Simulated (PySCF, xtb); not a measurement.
ClSi, SMILES [Si]Cl (connectivity only; charge and spin as stated), charge +1, multiplicity 1.

Harmonic wavenumbers (cm⁻¹) from GFN2-xTB (xtb 6.7.1) at its own minimum, in rising order: 680.

Task: What does PySCF with PBE-D3(BJ)/def2-TZVPD give at its own minimum? (An estimate is asked for; the answer gives what the named calculation found.)

Result: 639. Paired by order, the mean absolute difference is 41 cm⁻¹ and the zero-point energies are 1.0 and 0.9 kcal/mol.
